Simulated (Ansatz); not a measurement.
Reaction (ligand exchange at the In–S bond): `C[CH2][InH][SH]` + HCl → `C[CH2][InH][Cl]` + H₂S

Computed with Ansatz on PBE0-D4/def2-TZVP structures; ΔE is electronic, products minus reactants. CBS: MP2 limit from def2 TZ/QZ plus the TZ coupled-cluster correction, frozen cores. This one scheme is used for every species. DFT in def2-TZVPP. HSE06 is defined as in plane-wave codes. def2 core potentials past Kr. For In outer-core shells are correlated without core-valence functions, which leaves a few kJ/mol of doubt a bond. Each species was taken in one conformer, which may not be the lowest.

Question: Is it downhill or uphill in electronic energy at CCSD(T)/CBS, and by how much? (An estimate is asked.)

Answer: The calculation gave: Downhill: ΔE = -32.9 kJ/mol.

Question: What do these levels give: revPBE, r2SCANh, r2SCAN0, HSE06, HF/def2-TZVPP, MP2/def2-TZVPP? (An estimate is asked.)

Answer: The calculation gave: revPBE -33.3, r2SCANh -35.2, r2SCAN0 -35.6, HSE06 -33.3, HF/def2-TZVPP -49.1, MP2/def2-TZVPP -29.8 kJ/mol.

Largest T1 diagnostic among the species: 0.013.

From BLYP to BHLYP (50 % exact exchange), in def2-TZVPP and without D4, ΔE moves by −4.2 kJ/mol. Leaving LDA and LC-ωPBE aside and taking each functional with its dispersion term where it has one, the values, not all of them listed here, spread over 9.5 kJ/mol, from BHLYP-D4 to PBE-D4. LDA lies +6.0 kJ/mol from PBE without D4.
